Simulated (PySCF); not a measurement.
Structure with atom numbers: `[CH2:1]=[CH:2][O:3][AlH:4][CH3:5]` (H(Xn): hydrogen on atom n). Ha(C1) is cis to O3; Hb(C1) is trans to O3.

Geometry: PBE0-D3(BJ)/def2-SVP; GIAO shifts from PySCF 2.14.0 with density-fitted response routines, gas phase, non-relativistic, averaged over equivalent atoms.

At HF/pcSseg-2 (285 basis functions, 18 s wall time on 1 thread of an Arm Neoverse V2, shared host):
```tsv
atoms	δ (ppm)
C2	161.7
C1	95.3
C5	-11.2
O3	115.4
Al4	104.3
H(C2)	6.67
H(Al4)	4.67
Ha(C1)	4.49
Hb(C1)	4.11
H(C5)	-0.33
```

References, each an isolated molecule treated in the same way: $^{13}$C (σref 191.47), $^{1}$H (σref 31.68) vs TMS; $^{17}$O (σref 326.33) against H2O; AlH4- for $^{27}$Al (σref 511.69).

**Question.** What do these become at LC-wPBE/pcSseg-2?

**Answer.** 
| atoms | δ at LC-wPBE/pcSseg-2 | change |
| --- | --- | --- |
| C2 | 168.6 | +6.9 |
| C1 | 102.6 | +7.3 |
| C5 | -11.6 | -0.4 |
| O3 | 152.5 | +37.1 |
| Al4 | 122.6 | +18.3 |
| H(C2) | 6.83 | +0.16 |
| H(Al4) | 4.89 | +0.22 |
| Ha(C1) | 4.65 | +0.16 |
| Hb(C1) | 4.31 | +0.20 |
| H(C5) | -0.32 | +0.01 |

References, each an isolated molecule treated in the same way: TMS for $^{13}$C (188.30 ppm), $^{1}$H (31.32 ppm); $^{17}$O (332.63 ppm) against H2O; AlH4- for $^{27}$Al (484.89 ppm).

The largest change is at O3 (oxygen bonded to C, Al). Cost: 285 basis functions, 57 s wall time on 1 thread of an Arm Neoverse V1, shared host. The order of the carbon signals is the same at both levels.

Experimental scales use liquid or dissolved standards, which lie at an offset from isolated H2O (liquid H2O: subtract about 36 ppm).
